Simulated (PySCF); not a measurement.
## Vibration and rotation of HBr

RHF-CCSD(T) constants of HBr, ¹Σ⁺ (singlet), closed shell (basis H cc-pVTZ, Br cc-pVTZ-PP with ECP10; scalar-relativistic core potentials; PySCF 2.14; masses 1.0078 and 78.9183 u):

| Property | Result |
| --- | --- |
| ωe | 2688.0 cm⁻¹ |
| ωexe | 48.2 cm⁻¹ |
| Be | 8.51 cm⁻¹ |
| αe | 0.238 cm⁻¹ |
| De to H + Br | 3.99 eV |

What force constant and bond length do these constants imply?

Reduced mass μred = 0.99512 u; k = 5.8918×10⁻⁷·μred·ωe² (u, cm⁻¹, mdyn/Å) = 4.24 mdyn/Å; Re = √(16.8576/(μred·Be)) (u, cm⁻¹, Å) = 1.411 Å.

Estimate the centrifugal constant D from the Kratzer relation and find the Dunham coefficient a1.

D = 4Be³/ωe² = 0.000341 cm⁻¹; a1 = −1 − αeωe/(6Be²) = -2.47.

Measured values (Huber and Herzberg, Constants of Diatomic Molecules (1979)): ωe = 2648.975 cm⁻¹, ωexe = 45.2175 cm⁻¹, Be = 8.464884 cm⁻¹, αe = 0.23328 cm⁻¹.

Correlated steps freeze 4 core orbitals. Where the molecule has an RHF reference, its open-shell atoms are computed with UHF.
